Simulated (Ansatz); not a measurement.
Wavefunction ladder for C₃H₁₀BN, SMILES `CBCNC`

```xyz
15

C     1.763    0.123   -0.816
B     0.466   -0.665   -1.154
C    -0.687   -0.957   -0.142
N    -0.609   -0.314    1.156
C    -0.945    1.091    1.101
H     1.705    1.092   -1.334
H     1.901    0.317    0.249
H     2.654   -0.359   -1.228
H     0.325   -1.122   -2.259
H    -1.668   -0.820   -0.641
H    -0.613   -2.050   -0.007
H    -1.227   -0.776    1.809
H    -1.932    1.295    0.651
H    -0.934    1.517    2.107
H    -0.200    1.628    0.509
```

Charge 0, multiplicity 1. Geometry: relaxed with PBE0-D4/def2-TZVP. It is one conformer, not always the lowest. Frozen core, restricted reference, Ansatz 0.2.0. CBS rows extrapolate triple and quadruple zeta; past MP2 they add the triple-zeta difference.

```csv
basis,HF (Eh),MP2 corr.,CCSD corr.,(T),CCSD(T) total
def2-SVP,-198.39521,-0.68646,-0.75384,-0.02123,-199.17028
def2-TZVPP,-198.61454,-0.84500,-0.90072,-0.03427,-199.54953
def2-QZVPP,-198.62428,-0.89947,–,–,–
CBS(def2),-198.62562,-0.93983,-0.99555,as TZ,-199.65544
```
